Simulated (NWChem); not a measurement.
C$_{2}$H$_{4}$BNO$_{2}$; SMILES C(=O)=NBOC

```xyz
10

B     -0.5405    -0.5532     0.0001
H     -1.7218    -0.8243    -0.0014
N     -0.1150     0.8045     0.0014
C      0.0200     1.9919     0.0002
O      0.1788     3.1489    -0.0009
O      0.3963    -1.5147     0.0007
C      0.0804    -2.8829    -0.0009
H      0.5272    -3.3587    -0.8871
H      0.5073    -3.3569     0.8962
H     -1.0086    -3.0537    -0.0127
```
Atoms are numbered in this order, from 1.

All runs: NWChem. Structure relaxed at the PBE0/def2-SVP level.

For level PW6B95/def2-SVP:

```
Item                         Result
---------------------------  ------
highest occupied level (eV)   -8.47
orbital gap (eV)               7.97
```

Problem. How do the values read with level B3LYP/def2-SVP instead?

Solution. The highest occupied level (eV) is -8.08 and the orbital gap (eV) comes out as 7.37.
